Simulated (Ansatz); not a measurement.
C₂HBCl₂⁺, that is BCl2(CCH) with one electron fewer, relaxed as a doublet with UKS B3LYP-D4/def2-SVP in Ansatz, starting from the B3LYP-D4/def2-SVP geometry of the neutral singlet. Force threshold 0.02 eV/Å.

Start:

```xyz
6

B    -1.009   -0.270   -0.055
Cl   -2.239    0.741    0.688
Cl   -1.489   -1.739   -0.890
C     0.450    0.121    0.023
C     1.625    0.436    0.089
H     2.662    0.712    0.146
```

```csv
step,energy (eV),largest force component (eV/Å),SCF passes
1,-27793.0861,2.143,45
2,-27793.1346,0.562,48
3,-27793.1463,0.229,45
4,-27793.1477,0.163,39
5,-27793.1488,0.020,47
```

Force components are those of the run's own axes.

End:

```csv
atom,x (Å),y (Å),z (Å)
B1,-1.053,-0.282,-0.057
Cl2,-2.204,0.763,0.697
Cl3,-1.447,-1.740,-0.896
C4,0.417,0.111,0.023
C5,1.619,0.433,0.089
H6,2.668,0.714,0.145
```

By distances, no bond broke or formed. The bond that changes most is C4–C5, from 1.22 to 1.25 Å (atoms count from 1).

No frequencies were taken in this run, so the end may be a saddle point.

Hardware: 2 threads of Intel Xeon Platinum 8259CL on a shared host. Wall time 26 s.
